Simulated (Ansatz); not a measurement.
```yaml
crystal:
  periodic: [false, false, false]
  atoms:
    - {symbol: Zn, position_ang: [0.830788, -0.425413, -1.613306]}
    - {symbol: Zn, position_ang: [-0.816714, 1.354790, 1.733227]}
    - {symbol: Zn, position_ang: [0.177347, -1.328805, 1.806118]}
    - {symbol: Zn, position_ang: [1.798717, 0.741193, 0.772608]}
    - {symbol: Zn, position_ang: [-1.428860, 1.168163, -1.016933]}
    - {symbol: Zn, position_ang: [-2.010731, -1.057738, 0.673814]}
    - {symbol: O, position_ang: [0.332451, -2.235632, -1.733856]}
    - {symbol: O, position_ang: [-0.259518, 1.001831, -2.573665]}
    - {symbol: O, position_ang: [-0.812101, -2.634292, 0.704929]}
    - {symbol: O, position_ang: [-0.041458, 0.165953, 0.118746]}
    - {symbol: O, position_ang: [2.576099, 0.421144, -0.992287]}
    - {symbol: O, position_ang: [2.030937, -0.799850, 2.049599]}
    - {symbol: O, position_ang: [-2.873142, -0.222167, -0.853813]}
    - {symbol: O, position_ang: [-1.772239, 2.496536, 0.392961]}
    - {symbol: O, position_ang: [-1.444001, -0.323984, 2.420365]}
    - {symbol: O, position_ang: [1.025821, 2.134667, 1.942860]}
    - {symbol: H, position_ang: [1.039454, -2.854311, -1.987511]}
    - {symbol: H, position_ang: [-0.689728, 0.711877, -3.398632]}
    - {symbol: H, position_ang: [-0.370475, -2.626682, -0.208867]}
    - {symbol: H, position_ang: [2.765001, 1.232840, -1.499083]}
    - {symbol: H, position_ang: [2.667421, -1.474949, 1.749983]}
    - {symbol: H, position_ang: [-2.827540, -0.844239, -1.605560]}
    - {symbol: H, position_ang: [-1.284686, 3.332594, 0.271500]}
    - {symbol: H, position_ang: [1.387127, 2.066465, 2.846794]}
basis:
  gaussian: {orbitals: "6-31G*"}
hamiltonian: {xc: {name: r2SCAN0}, dispersion: d3bj, pseudopotentials: {relativity: none}}
```

```sh
$ ansatz run in.yaml --threads 2 --pin off --events-out ev --progress --plain --max-ram 32768MiB --backend cuda --devices 0, --max-vram 18GiB
```

Output, abridged:

```
Warning: the engine holds no damping parameters fitted to this dispersion correction and functional, so the run takes those fitted to r2scan0 beside the three-body term, which d3bj leaves out (hamiltonian.dispersion, under Limitations)
Functional definition: r2SCAN0
3456 factors; integrals over basis functions are off by at most 1.0e-3 eV
mean field evaluation 1: about -311020.6829 eV, gradient 1.6e2 eV
mean field evaluation 2: about -310915.2328 eV, gradient 2.7e2 eV
mean field evaluation 4: about -311060.5928 eV, gradient 9.4e0 eV
mean field evaluation 8: about -311060.7797 eV, gradient 5.6e-1 eV
mean field evaluation 16: about -311061.3899 eV, gradient 2.1e-3 eV
mean field -311061.38988144 eV, -11431.2952331601 hartree, gradient 1.1e-5 eV, S^2 0.000000; 0 other end points of the search recorded, 0 dependent functions left out
reference -311061.38990519 eV, -11431.2952340328 hartree; 134, 134 occupied and 248, 248 virtual orbitals, 3456 factors
Total energy: -311061.83681749 eV, -11431.3116577571 hartree
```

Hardware: 2 threads of AMD EPYC 7R13 on a shared host and a share (18 GiB) of an NVIDIA H100 80GB HBM3. Wall time 25 s.

The 6-31G sets use Cartesian d functions.
